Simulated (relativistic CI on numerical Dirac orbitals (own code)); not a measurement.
# Inner-shell lines of Te³⁷⁺

Computed by Dirac-Coulomb-Breit CI, orbitals from a KLI potential per configuration, QED by a radiative potential, valence Slater integrals scaled by 0.85 (own radial code, finite nucleus).

Configurations in the expansion (outside the closed core 1s2 2p6): 2s²3s²3p³, 2s3s²3p⁴, 2s3s²3p³4p, 2s3s3p⁴4p, 2s²3s3p⁴, 2s3s3p⁵. Levels of other configurations are missing.

The table holds the strongest lines. The upper levels have an inner-shell vacancy. Auger decay, open to those above the ionisation limit, is not computed, and radiative decays to configurations outside the model are missing too. Absolute energies can be off by a few tenths of a per cent, and at this charge the scaling can make term splittings too narrow, so close lines can change order. LS names give the leading component, which can be well under half, for lower levels too. Brackets number the levels in order of energy.

| E (eV) | Upper | Lower | A (s⁻¹) | gA (s⁻¹) |
| --- | --- | --- | --- | --- |
| 4409.9 | 2s3s²3p⁴ ⁴P5/2 [14] | 2s²3s²3p³ ²D°5/2 [3] | 3.80e+13 | 2.28e+14 |
| 4410.5 | 2s3s²3p⁴ ²P1/2 [18] | 2s²3s²3p³ ²P°3/2 [5] | 7.12e+13 | 1.42e+14 |
| 4413.3 | 2s3s²3p⁴ ²D5/2 [19] | 2s²3s²3p³ ²P°3/2 [5] | 6.37e+13 | 3.82e+14 |
| 4414.0 | 2s3s²3p⁴ ²S1/2 [16] | 2s²3s²3p³ ²P°1/2 [4] | 9.41e+13 | 1.88e+14 |
| 4414.4 | 2s3s²3p⁴ ²P3/2 [15] | 2s²3s²3p³ ²D°5/2 [3] | 8.45e+13 | 3.38e+14 |
| 4415.6 | 2s3s²3p⁴ ²D3/2 [20] | 2s²3s²3p³ ²P°3/2 [5] | 3.82e+13 | 1.53e+14 |
| 4417.0 | 2s3s²3p⁴ ⁴P5/2 [14] | 2s²3s²3p³ ⁴S°3/2 [2] | 4.86e+13 | 2.92e+14 |
| 4476.4 | 2s3s²3p⁴ ²D3/2 [20] | 2s²3s²3p³ ²P°1/2 [4] | 5.48e+13 | 2.19e+14 |
| 4476.6 | 2s3s²3p⁴ ⁴P5/2 [14] | 2s²3s²3p³ ²P°3/2 [1] | 3.45e+13 | 2.07e+14 |
| 4480.3 | 2s3s3p⁵ ²P°1/2 [24] | 2s²3s3p⁴ ²D3/2 [8] | 1.64e+14 | 3.28e+14 |
| 4481.1 | 2s3s²3p⁴ ²P3/2 [15] | 2s²3s²3p³ ²P°3/2 [1] | 1.57e+14 | 6.29e+14 |
| 4482.0 | 2s3s3p⁵ ⁴P°5/2 [22] | 2s²3s3p⁴ ⁴P5/2 [6] | 9.44e+13 | 5.66e+14 |
| 4483.2 | 2s3s²3p⁴ ²D5/2 [19] | 2s²3s²3p³ ²D°5/2 [3] | 8.72e+13 | 5.23e+14 |
| 4483.7 | 2s3s²3p⁴ ⁴P3/2 [17] | 2s²3s²3p³ ⁴S°3/2 [2] | 7.67e+13 | 3.07e+14 |
| 4485.4 | 2s3s²3p⁴ ²S1/2 [21] | 2s²3s²3p³ ²P°3/2 [5] | 1.76e+14 | 3.52e+14 |
| 4485.5 | 2s3s²3p⁴ ²D3/2 [20] | 2s²3s²3p³ ²D°5/2 [3] | 1.14e+14 | 4.57e+14 |
| 4487.5 | 2s3s²3p⁴ ²P1/2 [18] | 2s²3s²3p³ ⁴S°3/2 [2] | 1.31e+14 | 2.61e+14 |
| 4488.0 | 2s3s3p⁵ ²P°3/2 [27] | 2s²3s3p⁴ ²D5/2 [10] | 1.21e+14 | 4.85e+14 |
| 4489.8 | 2s3s²3p⁴ ²S1/2 [16] | 2s²3s²3p³ ²P°3/2 [1] | 8.46e+13 | 1.69e+14 |
| 4491.4 | 2s3s3p⁵ ²P°3/2 [23] | 2s²3s3p⁴ ⁴P5/2 [6] | 1.06e+14 | 4.23e+14 |
| 5644.7 | 2s3s3p⁴4p ⁴D°7/2 [75] | 2s²3s3p⁴ ⁴P5/2 [6] | 1.94e+13 | 1.55e+14 |
| 5654.3 | 2s3s²3p³4p ⁴P5/2 [30] | 2s²3s²3p³ ²P°3/2 [1] | 2.14e+13 | 1.28e+14 |
| 5656.4 | 2s3s²3p³4p ²F7/2 [44] | 2s²3s²3p³ ²D°5/2 [3] | 2.22e+13 | 1.77e+14 |
| 5663.4 | 2s3s²3p³4p ²D5/2 [71] | 2s²3s²3p³ ²P°3/2 [5] | 2.42e+13 | 1.45e+14 |
| 5669.6 | 2s3s3p⁴4p ⁴D°7/2 [87] | 2s²3s3p⁴ ⁴P5/2 [6] | 1.62e+13 | 1.29e+14 |
| 5674.0 | 2s3s3p⁴4p ⁴P°3/2 [91] | 2s²3s3p⁴ ⁴P5/2 [6] | 3.23e+13 | 1.29e+14 |
| 5676.1 | 2s3s3p⁴4p ⁴D°5/2 [92] | 2s²3s3p⁴ ⁴P5/2 [6] | 3.88e+13 | 2.33e+14 |
| 5681.1 | 2s3s3p⁴4p ⁴D°7/2 [95] | 2s²3s3p⁴ ⁴P5/2 [6] | 2.69e+13 | 2.15e+14 |
| 5683.8 | 2s3s²3p³4p ²D5/2 [36] | 2s²3s²3p³ ²P°3/2 [1] | 4.71e+13 | 2.83e+14 |
| 5685.4 | 2s3s²3p³4p ²D5/2 [60] | 2s²3s²3p³ ²D°5/2 [3] | 3.59e+13 | 2.15e+14 |
| 5685.9 | 2s3s²3p³4p ⁴P3/2 [54] | 2s²3s²3p³ ⁴S°3/2 [2] | 3.87e+13 | 1.55e+14 |
| 5686.3 | 2s3s²3p³4p ²F7/2 [61] | 2s²3s²3p³ ²D°5/2 [3] | 3.37e+13 | 2.70e+14 |
| 5686.4 | 2s3s²3p³4p ⁴P5/2 [55] | 2s²3s²3p³ ⁴S°3/2 [2] | 3.04e+13 | 1.82e+14 |
| 5686.9 | 2s3s²3p³4p ²D5/2 [81] | 2s²3s²3p³ ²P°3/2 [5] | 4.20e+13 | 2.52e+14 |
| 5687.4 | 2s3s²3p³4p ²D3/2 [69] | 2s²3s²3p³ ²P°1/2 [4] | 3.12e+13 | 1.25e+14 |
